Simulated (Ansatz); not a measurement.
This geometry of BF3 + H2S (7 atoms, charge 0, multiplicity 1) is a first-order saddle point.

Computed with Ansatz 0.2.0, RKS r2SCAN/cc-pVDZ.

```xyz
7
Properties=species:S:1:pos:R:3
B 0.080 -0.330 -0.059
F -0.172 0.005 1.522
F 1.215 0.292 -0.412
F -1.065 -0.058 -0.709
S 0.350 -2.254 0.381
H -0.962 -2.563 0.233
H 0.026 -1.121 1.582
```

Which two structures does it join? (They come from a converged band through this point; their orientation in space is the band's.)

Bonds broken: B1–F2, S5–H7. Bonds formed: B1–S5, F2–H7. BF3 + H2S becomes BF2HS + FH.

Image 0:

```xyz
7
Properties=species:S:1:pos:R:3
B 0.046 0.267 -0.055
F -0.089 0.639 1.217
F 1.227 0.380 -0.654
F -1.044 0.021 -0.782
S 0.336 -2.445 0.652
H -0.928 -2.714 0.244
H -0.075 -2.178 1.915
```

Image 8:

```xyz
7
Properties=species:S:1:pos:R:3
B 0.118 -0.536 -0.352
F -0.194 0.068 1.945
F 1.197 0.233 -0.462
F -1.070 -0.070 -0.726
S 0.349 -2.296 0.097
H -0.970 -2.595 -0.004
H 0.042 -0.833 2.040
```

How far does it lie above each of them?

108.3 kJ/mol above the first and 29.4 kJ/mol above the second. This is the barrier of this one path; another mechanism may lie lower. The orbitals stay closed-shell, which can raise the energy where a bond breaks towards radicals; this wasn't checked here.

Time of the run: 5.9 min on 2 threads of Intel(R) Xeon(R) Platinum 8259CL CPU @ 2.50GHz (Skylake/Cascade Lake), on a shared host, peak memory 0.17 GiB.
